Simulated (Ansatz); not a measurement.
`COCBC=N` + H₂O → `N=CBO` + `COC`  (formal hydrolysis of a B–C bond)

Program: Ansatz. Geometries: PBE0-D4/def2-TZVP. ΔE: electronic, gas phase. CCSD(T)/CBS adds triple-zeta CCSD(T) − MP2 to the extrapolated MP2 energy (def2 sets, frozen cores). This one scheme is used for every species. Each species was taken in one conformer, which may not be the lowest.

`COCBC=N`:

```xyz
14

C    -1.855    0.125   -1.533
O    -0.701    0.319   -0.764
C    -0.462   -0.735    0.134
B     0.812   -0.554    1.003
C     1.748    0.697    0.889
N     2.769    0.771    1.653
H    -1.786   -0.788   -2.140
H    -1.961    0.984   -2.196
H    -2.751    0.051   -0.900
H    -1.325   -0.881    0.815
H    -0.382   -1.703   -0.399
H     1.087   -1.408    1.793
H     1.515    1.487    0.164
H     3.293    1.634    1.482
```

H₂O:

```xyz
3

O    -0.132   -0.356   -0.087
H    -0.650    0.422    0.128
H     0.782   -0.067   -0.041
```

`N=CBO`:

```xyz
8

N    -1.342    0.009    0.167
C    -0.363   -0.050   -0.643
B     1.079    0.005    0.029
O     1.099    0.108    1.364
H    -2.250   -0.030   -0.297
H    -0.513   -0.134   -1.727
H     2.111   -0.038   -0.574
H     0.179    0.130    1.681
```

`COC`:

Z-matrix (Å, degrees):
```
C
O 1 1.399
H 1 1.090 2 107.7
H 1 1.100 2 111.6 3 119.4
H 1 1.100 2 111.6 3 -119.4
C 2 1.399 1 112.1 3 -180.0
H 6 1.100 2 111.6 1 60.6
H 6 1.090 2 107.7 1 -179.9
H 6 1.100 2 111.6 1 -60.5
```

```json
{"species": "`COCBC=N`", "CCSD(T)/CBS(def2) energy (Eh)": "-273.57919"}
{"species": "H₂O", "CCSD(T)/CBS(def2) energy (Eh)": "-76.37941"}
{"species": "`N=CBO`", "CCSD(T)/CBS(def2) energy (Eh)": "-195.15297"}
{"species": "`COC`", "CCSD(T)/CBS(def2) energy (Eh)": "-154.86276"}
```

Work out ΔE.

ΔE = (-195.15297) + (-154.86276) − (-273.57919) − (-76.37941) = -0.05713 Eh = -150.0 kJ/mol.

Largest T1 diagnostic among the species: 0.014.

The D4 term adds +4.4 kJ/mol with B3LYP and +2.9 kJ/mol with PBE0; it sums over pairs of atoms, weighted by their polarisabilities, and B3LYP, whose exchange is more repulsive, gets the larger term. In def2-TZVPP, CCSD(T) changes the Hartree–Fock value by +4.4 kJ/mol (the triples alone add −0.6 kJ/mol) and MP2 by +3.6 kJ/mol.

B3LYP here is the variant with VWN-RPA as its local correlation; programs differ in this.
